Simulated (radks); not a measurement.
Spherical quantum dot in the effective-mass picture: electrons in a parabolic well V = omega^2 r^2 / 2 with omega = 0.278, all in effective atomic units (hartree* = m*/eps^2 hartree, bohr* = eps/m* bohr), one dielectric constant everywhere. Method: non-relativistic Kohn-Sham, PBE, spin-polarised, spherical densities; computed with a radial shooting solver with Libxc functionals. Levels are named by radial order and angular momentum (1s, 1p, 1d, 2s, ...), and open shells are averaged over m. Each electron was tried in the lowest free levels, single moves between levels near the top were tried too, and the lowest total energy was kept; such a search can miss a lower state. The series stops at N = 9: beyond it a trial failed or the search could not be trusted, so later rows were left out. At N = 1 the Hartree and exchange-correlation terms need not cancel, so that row can carry a self-interaction error.

\begin{tabular}{lrrrrrr}
N & open shells & 2S & E (hartree*) & mu = E(N) - E(N-1) (hartree*) & addition energy mu(N+1) - mu(N) (hartree*) & rms radius (bohr*) \\ \hline
1 & 1s(up 1, down 0) & 1 & 0.417249 & 0.41725 & 0.3646 & 2.332 \\
2 & none & 0 & 1.19911 & 0.78186 & 0.4626 & 2.598 \\
3 & 1p(up 1, down 0) & 1 & 2.44356 & 1.2444 & 0.2268 & 2.970 \\
4 & 1p(up 2, down 0) & 2 & 3.91477 & 1.4712 & 0.2257 & 3.206 \\
5 & 1p(up 3, down 0) & 3 & 5.61169 & 1.6969 & 0.2762 & 3.391 \\
6 & 1p(up 3, down 1) & 2 & 7.58479 & 1.9731 & 0.1962 & 3.562 \\
7 & 1p(up 3, down 2) & 1 & 9.75411 & 2.1693 & 0.1972 & 3.709 \\
8 & none & 0 & 12.1206 & 2.3665 & 0.3425 & 3.841 \\
9 & 1d(up 1, down 0) & 1 & 14.8296 & 2.7090 & - & 3.996 \\
\end{tabular}

All shells are closed at N = 2, 8 (there: 1s2 1p6); the second difference of the energy has clear peaks (12 % above both neighbours; the first and last values, which can be the largest, are not judged, and half-filled shells can peak too) at N = 2, 5.
